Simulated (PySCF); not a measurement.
Electronic structure of Ag (silver, neutral) at the UHF level

Configuration: [Kr] 4d10 5s1, 2S determinant. Computed with PySCF 2.14 in aug-cc-pVTZ-PP with one added diffuse shell each of s, p, d, f, g type with ECP28MDF (7s7p6d4f3g, 113 functions), with a scalar-relativistic core potential.

* Total energy: -146.055578 hartree
* One-electron energy: -261.2254 hartree
* Hartree (Coulomb) energy: 128.5044 hartree
* Exchange energy: -13.3345 hartree
* ⟨S²⟩: 0.7519
* ⟨L²⟩: 0.000
* Sum of ⟨r⟩: 25.45 bohr
* Sum of ⟨r²⟩: 46.40 bohr²

```json
{"shell": "4s α", "electrons": "1", "mean orbital energy (eV)": "-118.60", "rms radius, mean of both spins (bohr)": "0.984"}
{"shell": "4s β", "electrons": "1", "mean orbital energy (eV)": "-118.58", "rms radius, mean of both spins (bohr)": "0.984"}
{"shell": "4p β", "electrons": "3", "mean orbital energy (eV)": "-76.441", "rms radius, mean of both spins (bohr)": "1.08"}
{"shell": "4p α", "electrons": "3", "mean orbital energy (eV)": "-76.330", "rms radius, mean of both spins (bohr)": "1.08"}
{"shell": "4d α", "electrons": "5", "mean orbital energy (eV)": "-13.879", "rms radius, mean of both spins (bohr)": "1.54"}
{"shell": "4d β", "electrons": "5", "mean orbital energy (eV)": "-13.812", "rms radius, mean of both spins (bohr)": "1.54"}
{"shell": "5s α", "electrons": "1", "mean orbital energy (eV)": "-6.493", "rms radius, mean of both spins (bohr)": "3.72"}
```

Energies and moments cover only the electrons outside the core potential.
